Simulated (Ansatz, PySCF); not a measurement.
Reaction (SMILES): CCCO + 3 [H][H] (H2) -> 3 C (CH4) + O (H2O)
Geometries: B3LYP-D3(BJ)/def2-TZVP minima from Ansatz (a first-principles code), one conformer each, not searched for the lowest.

Wanted: energy of full hydrogenation (electronic energy difference), in kcal/mol. Correlated levels leave the core frozen unless marked. No spin-orbit coupling. Non-relativistic unless marked X2C. Basis-set limits of correlation are two-point, X^-3; Hartree-Fock from the larger set. [CCSD(T)-MP2]/basis is that difference in the basis named.

```
level                                                                 program  energy of full hydrogenation (kcal/mol)  minus last row
-------------------------------------------------------------  --------------  ---------------------------------------  --------------
SVWN5/def2-TZVPD                                                       Ansatz                                    -55.2             4.5
PBE-D4/def2-TZVPD                                              Ansatz + dftd4                                    -57.5             2.2
revPBE/def2-TZVPD                                                      Ansatz                                    -61.6            -1.9
r2SCAN/def2-TZVPD                                                      Ansatz                                    -59.2             0.5
M06-2X/def2-TZVPD                                                       PySCF                                    -55.9             3.8
wB97M-V/def2-TZVPD                                                     Ansatz                                    -59.1             0.6
B2PLYP-D3(BJ)/def2-TZVPD                                       Ansatz + dftd3                                    -59.4             0.3
MP2/6-31G                                                              Ansatz                                    -56.8             2.9
MP2/aug-cc-pVTZ                                                        Ansatz                                    -59.3             0.4
RI-MP2/aug-cc-pVTZ                                                     Ansatz                                    -59.3             0.4
CCSD(T)/6-31G*                                                         Ansatz                                    -48.6            11.1
CCSD(T)/cc-pVTZ                                                        Ansatz                                    -59.4             0.3
X2C-CCSD(T)/cc-pVTZ-DK                                                 Ansatz                                    -59.4             0.3
RI-MP2/CBS(aug-cc-pVTZ,aug-cc-pVQZ)+[CCSD(T)-MP2]/aug-cc-pVDZ          Ansatz                                    -59.5             0.2
RI-MP2/CBS(aug-cc-pVTZ,aug-cc-pVQZ)+[CCSD(T)-MP2]/aug-cc-pVTZ          Ansatz                                    -59.7             0.0
```
